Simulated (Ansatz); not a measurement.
H5OPSSi (`O[SiH2]PS`). The species carries charge 0 and has multiplicity 1.

```csv
atom,x (Å),y (Å),z (Å)
O1,1.2172,-1.3634,0.3527
Si2,-0.3526,-1.1106,-0.0689
P3,-0.7646,0.9600,-0.8663
S4,0.5021,1.9455,0.5365
H5,1.5714,-0.7778,1.0261
H6,-1.2612,-1.2596,1.0996
H7,-0.6674,-2.1133,-1.1148
H8,0.1813,0.9011,-1.9236
H9,-0.4263,2.8179,0.9586
```

Task: What are the harmonic wavenumbers in cm⁻¹ at PBE0-D4/def2-TZVP (Ansatz, finite differences of forces, unscaled)? (An estimate is asked.)

Result: The calculation gave: 77, 116, 167, 232, 321, 436, 482, 495, 671, 730, 765, 850, 894, 908, 927, 947, 2213, 2244, 2402, 2712, 3893.

Task: Is this a minimum?

Result: Yes, all 21 modes are real.

Task: Give the ideal-gas thermochemistry at 298.15 K and 1 bar (rigid rotor, harmonic oscillator; point group C1, symmetry number 1).

Result: Zero-point energy 134.5 kJ/mol; H(298) − E = 155.8 kJ/mol; entropy 350.9 J/(mol·K), of which translation 167.7, rotation 114.0, vibration 69.1; G(298) − E = 51.1 kJ/mol. Modes under 100 cm⁻¹ are hindered rotations or soft bends, so the harmonic entropy is rough.

Task: And at 400, 500, 600, 800 and 1000 K?

Result: 
```
T (K)  H − E (kJ/mol)  S (J/mol/K)  G − E (kJ/mol)
  400           167.8        385.4            13.6
  500           181.1        415.0           -26.5
  600           195.4        441.2           -69.3
  800           226.6        485.9          -162.2
 1000           260.0        523.2          -263.2
```
